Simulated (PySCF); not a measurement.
**Au (gold, neutral) across methods**

[Xe] 4f14 5d9 6s1 6p1, one real determinant (an excited configuration). All numbers are calculated (PySCF 2.14, scalar relativity by spin-free X2C-1e, in x2c-TZVPPall (11s7p7d3f1g, 97 functions)).

```
 method   E (hartree)  mean ε 5d β (eV)  mean ε 6s α (eV)  mean ε 6p α (eV)  Σ⟨r²⟩ (bohr²)   ⟨S²⟩
    PBE     -19014.33           -10.169            -8.448            -2.607          69.85  3.751
   PBE0     -19014.08           -11.874            -9.398            -3.352          69.48  3.752
r2SCAN0     -19014.13           -12.065            -9.716            -3.510          68.94  3.753
 r2SCAN     -19014.36           -10.398            -8.825            -2.821          69.08  3.754
    UHF  -19008.60727           -16.138           -11.556            -5.250          70.12  3.754
 PBEsol     -19008.62           -10.176            -8.517            -2.611          69.59  3.751
    LDA     -19002.65           -10.405            -8.699            -2.683          69.69  3.751
   BLYP     -19015.36           -10.088            -8.278            -2.388          70.24  3.751
```

⟨L²⟩ = 8.01 against 12 for a pure F term, so this real determinant mixes terms. Spin-orbit coupling, absent here, splits the open shell strongly.
